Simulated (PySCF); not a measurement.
## Two-component Hartree-Fock for Cu (copper, neutral)

Start: [Ar] 3d9 4s1 5s1; 3d3/2 filled at m_j = -3/2, -1/2, +1/2, +3/2; 3d5/2 filled at m_j = -3/2, -1/2, +1/2, +3/2, +5/2; 4s1/2 filled at m_j = +1/2; 5s1/2 filled at m_j = +1/2. Calculated with PySCF 2.14 in x2c-TZVPall-2c with one added diffuse shell each of s, p, d type (7s8p5d1f, 63 functions): generalised Hartree-Fock with the X2C-1e Hamiltonian and a Gaussian nucleus; one run each with spin-orbit coupling (SO) switched off, then screened by Boettger's factors. This is a chosen level, not necessarily the ground level.

```json
{"spinor shell": "1s1/2", "electrons": "2", "ε, spin-free (eV)": "-9059.1", "ε, screened SO (eV)": "-9059.0", "weight of nominal j (screened SO)": "1.000", "rms radius, screened SO (bohr)": "0.0601"}
{"spinor shell": "2s1/2", "electrons": "2", "ε, spin-free (eV)": "-1145.8", "ε, screened SO (eV)": "-1145.8", "weight of nominal j (screened SO)": "1.000", "rms radius, screened SO (bohr)": "0.254"}
{"spinor shell": "2p1/2", "electrons": "2", "ε, spin-free (eV)": "-986.28", "ε, screened SO (eV)": "-1000.6", "weight of nominal j (screened SO)": "0.999", "rms radius, screened SO (bohr)": "0.226"}
{"spinor shell": "2p3/2", "electrons": "4", "ε, spin-free (eV)": "-986.28", "ε, screened SO (eV)": "-979.27", "weight of nominal j (screened SO)": "1.000", "rms radius, screened SO (bohr)": "0.229"}
{"spinor shell": "3s1/2", "electrons": "2", "ε, spin-free (eV)": "-152.21", "ε, screened SO (eV)": "-152.20", "weight of nominal j (screened SO)": "1.000", "rms radius, screened SO (bohr)": "0.762"}
{"spinor shell": "3p1/2", "electrons": "2", "ε, spin-free (eV)": "-103.03", "ε, screened SO (eV)": "-106.07", "weight of nominal j (screened SO)": "0.947", "rms radius, screened SO (bohr)": "0.804"}
{"spinor shell": "3p3/2", "electrons": "4", "ε, spin-free (eV)": "-103.03", "ε, screened SO (eV)": "-101.52", "weight of nominal j (screened SO)": "0.973", "rms radius, screened SO (bohr)": "0.815"}
{"spinor shell": "3d3/2", "electrons": "4", "ε, spin-free (eV)": "-25.044", "ε, screened SO (eV)": "-25.697", "weight of nominal j (screened SO)": "0.813", "rms radius, screened SO (bohr)": "1.04"}
{"spinor shell": "3d5/2", "electrons": "5", "ε, spin-free (eV)": "-25.044", "ε, screened SO (eV)": "-24.528", "weight of nominal j (screened SO)": "0.850", "rms radius, screened SO (bohr)": "1.05"}
{"spinor shell": "4s1/2", "electrons": "1", "ε, spin-free (eV)": "-12.899", "ε, screened SO (eV)": "-12.899", "weight of nominal j (screened SO)": "1.000", "rms radius, screened SO (bohr)": "2.79"}
{"spinor shell": "5s1/2", "electrons": "1", "ε, spin-free (eV)": "-2.531", "ε, screened SO (eV)": "-2.531", "weight of nominal j (screened SO)": "1.000", "rms radius, screened SO (bohr)": "8.43"}
```

```
   quantity    spin-free  screened SO
E (hartree)  -1652.93098  -1652.97582
        M_J          7/2          7/2
       ⟨J²⟩       15.756       15.756
       ⟨L²⟩        6.005        6.007
       ⟨S²⟩        3.750        3.752
```

Each row is a mean over spinors that exchange with the open shell spreads, by up to 7.431 eV (3p3/2).

Rows whose weight is well below 1 are mixtures of j = l ± 1/2: exchange outweighs spin-orbit coupling there, and the label is only the starting occupation.

Without spin-orbit coupling the j labels of p, d and f shells carry no meaning; the spin-free column gives the mean over the occupied spinors of each nl shell.
